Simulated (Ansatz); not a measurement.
The cluster CuSn2 (the lowest doublet isomer of a short search) was relaxed with PBE-D4 (def2-TZVP) in Ansatz in these states: neutral doublet, neutral quartet. The geometries follow in no particular order.

In the def2 sets Sn takes a core potential; there is no spin–orbit coupling.

A:

```xyz
3

Cu    0.287   -1.281   -0.226
Sn    1.306    1.037   -0.294
Sn   -1.593    0.244    0.520
```

B:

| atom | x (Å) | y (Å) | z (Å) |
| --- | --- | --- | --- |
| Cu1 | -0.423 | -0.959 | 1.007 |
| Sn2 | 0.924 | 1.148 | 0.432 |
| Sn3 | -0.501 | -0.189 | -1.439 |

Judge from the bond lengths which geometry belongs to which state (an estimate).

A is the neutral quartet (Sn2–Sn3 3.114 Å, Cu1–Sn2 2.532 Å, Cu1–Sn3 2.532 Å); B is the neutral doublet (Sn2–Sn3 2.706 Å, Cu1–Sn2 2.566 Å, Cu1–Sn3 2.566 Å).

At PBE-D4/def2-TZVP the gap within one spin of the charge 0 doublet nearly closes, so an electron or hole may be smeared out by delocalisation error. At PBE0-D4/def2-TZVP a doublet lies 0.75 eV below the neutral quartet. These are the stationary points nearest to one start from a short search; other shapes may lie lower in each state.
